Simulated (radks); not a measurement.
Os3+, configuration [Xe] 4f14 5d4 6p1 (not the ground configuration).

Calculated with a radial shooting solver on a logarithmic mesh with Libxc functionals: scalar-relativistic Kohn-Sham, PBE, spin-unpolarised, spherical densities, point nucleus.

Energy parts (Ry):
part                       energy
total                 -34502.6175
kinetic                38251.9041
electron-nucleus      -85328.3365
Hartree                13247.7777
exchange-correlation    -673.9628

Orbitals (lengths in bohr, moments of r in powers of bohr; <r^-3> diverges for s and p1/2; r(90%) holds 90 % of the orbital's charge):
orbital  occ.  eigenvalue (Ry)   <1/r>  r(90%)  <r^-3>
1s          2        -5432.825   90.51  0.0323       -
2s          2        -948.3807   21.18   0.116       -
2p          6        -826.0417   19.05   0.110   21900
3s          2        -222.7506   7.849   0.284       -
3p          6        -186.8357   7.212   0.291    4936
3d         10        -146.7510   6.804   0.273   625.9
4s          2        -49.11276   3.346   0.619       -
4p          6        -37.33541   3.033   0.667    1163
4d         10        -22.72225   2.707   0.731   127.3
4f         14         -6.48342   2.243   0.906   22.98
5s          2         -9.35963   1.343    1.43       -
5p          6         -6.32757   1.144    1.67   185.7
5d          4         -2.85518  0.8257    2.35   12.12
6p          1         -1.75723  0.4375    4.14   27.85

The highest occupied level is 6p at -23.908 eV. The density falls to 0.001 e/bohr^3 at r = 3.99 bohr.
